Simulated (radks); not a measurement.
The numbers below are computed, except where a source is named.
Spherical quantum dot in the effective-mass picture: electrons in a parabolic well V = omega^2 r^2 / 2 with omega = 2.14, with a point charge +1 (a donor) at the centre, all in effective atomic units (hartree* = m*/eps^2 hartree, bohr* = eps/m* bohr), one dielectric constant everywhere. Level of theory: non-relativistic Kohn-Sham, PBE, spin-polarised, spherical densities (a radial shooting solver with Libxc functionals). Levels are named by radial order and angular momentum (1s, 1p, 1d, 2s, ...), and open shells are averaged over m.

N = 41, configuration 1s2 1p6 1d10 2s2 1f14 2p6 1g(up 1, down 0). This is the lowest configuration that the search found. Occupied and some empty levels:

level    occupation  eigenvalue (hartree*)  <r> (bohr*)
1s up             1                 27.080        1.059
1s down           1                 27.082        1.057
1p up             3                 28.187        1.470
1p down           3                 28.195        1.467
2s up             1                 29.138        1.450
2s down           1                 29.147        1.450
1d up             5                 29.242        1.698
1d down           5                 29.253        1.696
1f up             7                 30.381        1.868
1f down           7                 30.394        1.867
2p up             3                 30.633        1.636
2p down           3                 30.642        1.636
1g up             1                 31.608        2.008
1g down           0                 31.622        2.007
3s up             0                 31.861        1.678
3s down           0                 31.869        1.679
2d up             0                 32.017        1.808
2d down           0                 32.026        1.809
1h up             0                 32.918        2.129
1h down           0                 32.933        2.129

Energy (hartree*): total 776.489, kinetic 96.157, external 262.32, Hartree 447.49, exchange-correlation -29.470.
